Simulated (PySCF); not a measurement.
VO2Cl, SMILES [O]=[V](=[O])[Cl], multiplicity 1. The structure is a stationary point at PBE-D3(BJ)/def2-SVP. The multiplicity is an assumed one; other spin states were not compared.

Level of theory: PBE-D3(BJ)/def2-SVP (PySCF 2.14.0).

Harmonic wavenumbers (cm⁻¹): 146, 189, 354, 480, 1072, 1073. Rotational constants (GHz): 8.671, 3.009, 2.342; symmetry number 1.

Work out the zero-point energy and the ideal-gas rigid-rotor harmonic-oscillator thermochemistry at 298.15 K and 1 atm.

ZPE = ½ Σ hcν = ½ × 3314 cm⁻¹ = 4.74 kcal/mol. H − E(el) = 8.29 kcal/mol. Entropy in cal/(mol K): translation 40.22, rotation 26.07, vibration 6.96, total 73.25. G − E(el) = -13.55 kcal/mol. Cp = 15.18 cal/(mol K). Modes under 150 cm⁻¹ make the vibrational entropy uncertain.
